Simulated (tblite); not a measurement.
C6H10NPSi.
Geometry (GFN2-xTB, Å), atoms numbered from 1 in this order:
```xyz
19
C6H10NPSi angstrom
C     -2.531   -1.146   -1.773
C     -1.307   -0.631   -1.837
C     -0.490   -0.371   -0.682
C      0.832   -0.085   -0.685
C      1.422    0.143    0.616
Si     3.243    0.571    0.817
C      0.521    0.042    1.618
P     -1.083   -0.573    1.048
N     -2.073    0.774    1.379
H     -2.965   -1.424   -0.825
H     -3.128   -1.322   -2.652
H     -0.869   -0.374   -2.796
H      1.426   -0.006   -1.584
H      3.500    0.919    2.213
H      4.054   -0.584    0.419
H      3.551    1.706   -0.060
H      0.748    0.165    2.663
H     -1.805    1.619    0.884
H     -3.057    0.585    1.230
```

All values are computed: GFN2-xTB (tblite) harmonic vibrations without scaling, gas phase. Errors from tens to a few hundred cm⁻¹ against measured bands are possible. Modes of hydrogen on silicon can be 10 to 20 % off. One conformer, not necessarily the lowest.

Harmonic wavenumbers (cm⁻¹): 55.8, 77.5, 96.8, 127.1, 151.1, 170.5, 212.5, 239.7, 299.1, 366.4, 403.2, 435.2, 475.5, 530.9, 539.1, 589.3, 634.5, 651.7, 678.6, 755.1, 774.2, 775.5, 783.2, 789.7, 836.6, 845.3, 869.5, 871.3, 917.3, 978.0, 998.5, 1078.0, 1151.1, 1228.7, 1261.4, 1294.6, 1396.1, 1464.2, 1496.7, 1575.1, 1650.9, 2237.7, 2246.1, 2278.0, 3029.1, 3060.4, 3076.6, 3092.0, 3127.1, 3354.6, 3408.0.

A = 2202, B = 735.7, C = 586.6 MHz; mass 155.032 u (most abundant isotopes); point group C1, symmetry number 1.

Problem. What is the zero-point energy?

Solution. Half the sum of the wavenumbers: 29718 cm⁻¹ = 355.50 kJ/mol.

Problem. Entropy at 500 K, 1 bar (ideal gas, RRHO, classical rotation)?

Solution. Translation 182.50, rotation 132.82, vibration 243.12: S = 558.4 J/(mol K).

Problem. And Cp and H(500 K) − H(0)?

Solution. Cp = 266.34 J/(mol K), of which vibrations give 233.08 (their classical limit is 51 R = 424.0); H(500 K) − H(0) = 79.56 kJ/mol without the zero-point energy, 62.93 from vibrations.

Problem. Blend soft modes into free rotors: weight 1/[1 + (100 cm⁻¹/ν̃)⁴] for the oscillator and the rest for a rotor with moment μB/(μ + B), μ = h/(8π²ν), B = 10⁻⁴⁴ kg m². What vibrational entropy results?

Solution. 228.23 J/(mol K) in place of 243.12, which changes −T·S at 500 K by +7.45 kJ/mol.

Problem. How do the functions run with temperature in this model?

Solution. 
```csv
T (K),S (J/(mol K)),Cp (J/(mol K)),H − H(0) (kJ/mol),G − H(0) (kJ/mol),ln q(vib)
50,251.4,58.0,2.11,-10.46,0.45
100,300.8,86.4,5.75,-24.33,1.77
298.15,441.0,188.6,33.01,-98.46,7.86
373.15,487.0,222.0,48.44,-133.28,10.20
750,678.3,323.8,153.95,-354.79,21.35
1000,776.8,360.0,239.74,-537.05,27.89
```

q(vib) and H(0) count from the zero-point level.

Problem. What must be added to the electronic energy to get the Gibbs energy at 500 K and 1 bar?

Solution. ZPE + [H(500 K) − H(0)] − T·S = 355.50 + 79.56 − 279.22 = 155.84 kJ/mol.

Problem. Which modes carry the vibrational entropy at 500 K?

Solution. 55.8 cm⁻¹: 23.53; 77.5 cm⁻¹: 20.81; 96.8 cm⁻¹: 18.97; 127.1 cm⁻¹: 16.72; 151.1 cm⁻¹: 15.30; 170.5 cm⁻¹: 14.32 J/(mol K); the other 45 give 133.47 together.

Hindered rotation and anharmonicity are outside this model. Other conformers, if any are populated, would add a mixing term that is left out. The structure is chiral; the term R ln 2 for an equal mix with its mirror image is left out.
